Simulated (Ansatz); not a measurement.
Geometry optimisation, RKS B3LYP-D4/def2-SVP in Ansatz.

input.yaml

```yaml
crystal:
  periodic: [false, false, false]
  atoms:
    - { symbol: Si, position_ang: [-0.4356, 0.518, -0.254] }
    - { symbol: F, position_ang: [-0.9195, -1.2938, 0.452] }
    - { symbol: Cl, position_ang: [-1.0664, -0.1541, -2.0401] }
    - { symbol: Cl, position_ang: [-1.6423, 1.2939, 1.1328] }
    - { symbol: Cl, position_ang: [0.8023, 2.0638, -0.7748] }
    - { symbol: H, position_ang: [0.2383, -1.3087, 0.7792] }
    - { symbol: O, position_ang: [1.1565, -0.4384, 0.6492] }
    - { symbol: H, position_ang: [1.8667, -0.6806, 0.0557] }
basis:
  gaussian: { orbitals: def2-SVP }
hamiltonian:
  xc: b3lyp
  dispersion: d4
relax:
  f_tol: 0.15
  max_steps: 25
  restrain:
    - { distance: [0, 6], at: 3.07, k: 30.0 }
    - { distance: [5, 1], at: 2.18, k: 30.0 }
    - { distance: [0, 1], at: 1.68, k: 30.0 }
    - { distance: [5, 6], at: 0.97, k: 30.0 }
```

Run as:

```bash
$ ansatz run input.yaml --threads 2 --pin off --max-ram 3072MiB --backend cpu --events-out ev --progress --plain --runs-dir out
```

Q: Where does it end, and by what steps?

A: It converged. The restraints hold the end off the free minimum. After 13 steps the energy has fallen by 1.654 eV (the restraints' own energy left out); Cl3 moved furthest, 1.47 Å. Joined: H6–O7 (1.27 → 0.97 Å).

| step | energy less start (eV) | largest force component (eV/Å) | accepted |
| --- | --- | --- | --- |
| 0 | 0.0000 | 2.944 | yes |
| 1 | 0.3143 | 3.504 | yes |
| 2 | 0.1699 | 2.941 | yes |
| 3 | -0.1727 | 1.597 | yes |
| 4 | -0.7412 | 0.899 | yes |
| 5 | -1.1099 | 0.804 | yes |
| 6 | -1.3123 | 1.100 | yes |
| 7 | -1.3887 | 1.027 | yes |
| 8 | -1.4518 | 1.129 | yes |
| 9 | -1.5448 | 1.020 | yes |
| 10 | -1.5924 | 1.004 | yes |
| 11 | -1.6459 | 1.026 | yes |
| 12 | -1.6543 | 0.992 | yes |
| 13 | -1.6540 | 1.020 | yes |

```xyz
8
Properties=species:S:1:pos:R:3
Si -0.803 0.438 -0.635
F -0.564 -1.190 -0.522
Cl -2.282 0.669 -2.034
Cl -1.475 1.181 1.131
Cl 0.919 1.320 -1.284
H 0.870 -1.384 1.114
O 1.275 -0.551 1.396
H 2.061 -0.484 0.834
```

The run took 47 s on 2 threads of Intel(R) Xeon(R) Platinum 8488C (Sapphire Rapids), on a shared host, peak memory 0.29 GiB.
